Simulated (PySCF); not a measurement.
B(CCH)2(H), C4H3B, SMILES B(C#C)C#C (CAM-B3LYP/def2-SVP optimised geometry):

```
8

B     -0.888    -1.083     0.000
C     -1.684     0.207     0.000
C     -2.339     1.229     0.000
H     -2.917     2.136     0.000
C      0.628    -1.083     0.000
C      1.842    -1.104     0.000
H      2.917    -1.121     0.001
H     -1.475    -2.136    -0.001
```

Computed with CAM-B3LYP/def2-TZVP in PySCF.

Q: What are the frontier orbital energies and the dipole moment?

A: HOMO-2 -9.71 eV, HOMO-1 -9.62 eV, HOMO -9.57 eV, LUMO -1.59 eV, LUMO+1 1.45 eV; dipole moment 0.87 D.

On the same geometry PBE/def2-TZVP (PySCF) gives HOMO-2 -7.32 eV, HOMO-1 -7.04 eV, HOMO -6.96 eV, LUMO -3.55 eV, LUMO+1 -0.67 eV; dipole moment 0.97 D.

Meta-Löwdin charges at CAM-B3LYP/def2-TZVP: B1 0.07, C2 -0.09, C3 -0.14, H4 0.18, C5 -0.09, C6 -0.14, H7 0.18, H8 0.03.
